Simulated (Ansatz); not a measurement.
Reaction (substitution at a C–S bond): `C[S][Ge][S]C` + `C[O][Sn]([OH])([O]C)[O]C` → `C[O][Sn]([O]C)([O]C)[O]C` + `C[S][Ge][SH]`

Computed with Ansatz on PBE0-D4/def2-TZVP structures; ΔE is electronic, products minus reactants. CCSD(T)/CBS adds triple-zeta CCSD(T) − MP2 to the extrapolated MP2 energy (def2 sets, frozen cores). DFT in def2-TZVPP. def2 core potentials past Kr. For Ge, Sn outer-core shells are correlated without core-valence functions, which leaves a few kJ/mol of doubt a bond. Scalar relativity is left out up to krypton. Each species was taken in one conformer, which may not be the lowest.

| species | PBE-D4 energy (Eh) |
| --- | --- |
| `C[S][Ge][S]C` | -2952.56856 |
| `C[O][Sn]([OH])([O]C)[O]C` | -635.26899 |
| `C[O][Sn]([O]C)([O]C)[O]C` | -674.52062 |
| `C[S][Ge][SH]` | -2913.29700 |

(1) Work out ΔE.

Largest T1 diagnostic among the species: 0.014.

Results:

(1) ΔE = (-674.52062) + (-2913.29700) − (-2952.56856) − (-635.26899) = 0.01993 Eh = +0.54 eV. CCSD(T)/CBS gives +0.56 eV.

In def2-TZVPP, CCSD(T) changes the Hartree–Fock value by +0.12 eV (the triples alone add +0.03 eV) and MP2 by +0.21 eV.
